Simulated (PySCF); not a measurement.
Isomers of C6H12O2S, from PBE0-D3(BJ)/def2-SVP geometry optimisation, gas phase in PySCF 2.14.0. One conformer each, no zero-point energy, no frequencies.

Problem. Which is lower in electronic energy at this level?
A. `[CH3:1][C:2]1([CH3:3])[CH2:4][CH2:5][CH2:6][S:7]1(=[O:8])=[O:9]` with C1–C2–C4–C5 -158°, C2–C4–C5–C6 48°, C4–C5–C6–S7 -28°, C5–C6–S7–O8 -112°: A = 1718, B = 1565, C = 1276 MHz, dipole 4.89 D
B. `[O:1]=[S:2]1(=[O:3])[CH2:4][CH2:5][CH2:6][CH2:7][CH2:8][CH2:9]1` with O1–S2–C4–C5 -150°, S2–C4–C5–C6 87°, C4–C5–C6–C7 -76°, C5–C6–C7–C8 55°: A = 2249, B = 1169, C = 966.9 MHz, dipole 5.20 D

Solution. A. That is `CC1(C)CCCS1(=O)=O`, 4.0 kcal/mol below the other.

| SMILES | mapped SMILES | E (Eh) | relative (kcal/mol) | relative (kJ/mol) | dipole (D) |
| --- | --- | --- | --- | --- | --- |
| CC1(C)CCCS1(=O)=O | [CH3:1][C:2]1([CH3:3])[CH2:4][CH2:5][CH2:6][S:7]1(=[O:8])=[O:9] | -783.48652 | 0.0 | 0.0 | 4.89 |
| O=S1(=O)CCCCCC1 | [O:1]=[S:2]1(=[O:3])[CH2:4][CH2:5][CH2:6][CH2:7][CH2:8][CH2:9]1 | -783.48008 | 4.0 | 16.9 | 5.20 |
